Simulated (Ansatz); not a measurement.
**What each rung costs, and what it gives**

Saddle point of Al₂NH₇ClO₄, doublet (Al₂NH₅ClO₃ ([NH3][Al]1([Cl])[O][Al]([OH])[OH]1) + H₂O → Al₂NH₅ClO₃ ([NH2][Al]1([Cl])[OH][Al]([OH])[OH]1) + H₂O; bonds formed: O2–H9, H7–O10; dative contacts that become bonds: Al1–N8; bonds broken: H7–N8, H9–O10), PBE0-D4/def2-TZVP structure:

Al1  (-1.310, 0.059, 0.560)
O2  (-0.908, -0.561, -1.034)
Al3  (-0.328, 0.972, -1.748)
O4  (-0.830, 1.707, -0.049)
O5  (1.410, 0.771, -1.741)
Cl6  (-3.238, -0.026, 1.406)
H7  (0.853, -1.216, 0.631)
N8  (0.076, -0.586, 1.653)
H9  (0.187, -1.300, -0.825)
O10  (1.160, -1.623, -0.374)
H11  (-1.221, 2.560, 0.134)
H12  (1.968, 1.302, -2.308)
H13  (0.626, 0.138, 2.103)
H14  (-0.190, -1.239, 2.380)
H15  (1.743, -0.958, -0.787)
(Å)

Barriers are electronic and count from the start structure reached by relaxing down the imaginary mode. Spin–orbit coupling is left out.

Ansatz 0.2.0; basis: as named in each row; cores frozen in the correlated methods; orbitals are unrestricted. B3LYP uses VWN-RPA correlation. Extrapolation: Hartree–Fock as exp(−7.88 √X), correlation as X^−2.97.

Times are rough, for one single point on 4 threads of a shared host (AMD EPYC 7R13), with one NVIDIA H100 (or a share of it) where marked.

The estimate by CCSD(T) at an estimated basis limit (MP2 extrapolated from triple and quadruple zeta, plus CCSD(T) − MP2 in triple zeta) is 0.523 eV.

```tsv
method	basis	time (s)	barrier (eV)	method less estimate
HF	STO-3G	under 1	-0.831	-1.354
PBE-D4	STO-3G	1	-1.790	-2.313
SPW92	def2-SVP	1	-0.131	-0.654
B3LYP-D4	6-31G	3	0.216	-0.306
PBE-D4	def2-SVP	3	0.169	-0.354
PBE0-D4	def2-SVP	4	0.257	-0.266
r2SCAN-D4	def2-TZVPP	6 (H100)	0.363	-0.160
SPW92	def2-TZVPP	6 (H100)	0.037	-0.486
PBE0-D4	def2-TZVPP	7 (H100)	0.401	-0.122
PBE-D4	def2-TZVPP	8 (H100)	0.328	-0.195
BLYP-D4	def2-TZVPP	8 (H100)	0.433	-0.090
B97M-V	def2-TZVPP	8 (H100)	0.575	0.052
r2SCAN0-D4	def2-TZVPP	10 (H100)	0.418	-0.104
PBE-QIDH	def2-TZVPP	10 (H100)	0.455	-0.068
B3LYP-D4	def2-TZVPP	11 (H100)	0.479	-0.043
BHLYP-D4	def2-TZVPP	11 (H100)	0.586	0.063
CAM-B3LYP-D4	def2-TZVPP	11 (H100)	0.462	-0.061
B2PLYP	def2-TZVPP	11 (H100)	0.508	-0.015
RPA on PBE	def2-TZVPP	12 (H100)	0.488	-0.034
wB97X-V	def2-TZVPP	13 (H100)	0.498	-0.025
wB97M-V	def2-SVP	14	0.335	-0.188
wB97M-V	def2-TZVPP	16 (H100)	0.509	-0.014
CCSD(T)	def2-SVP	20 (H100)	0.459	-0.064
MP2	def2-QZVPP	21 (H100)	0.461	-0.062
CCSD(T)	def2-TZVPP	180 (H100)	0.511	-0.012
```

All methods are single points on the PBE0-D4 structures; a negative value means that the method puts the saddle structure below the start.

The T1 diagnostic stays at or below 0.013. ⟨S²⟩ of the unrestricted Hartree–Fock references: 0.75 (a pure state has 0.75).

Labels in which every atom is bracketed show which atoms are joined, not bond orders.
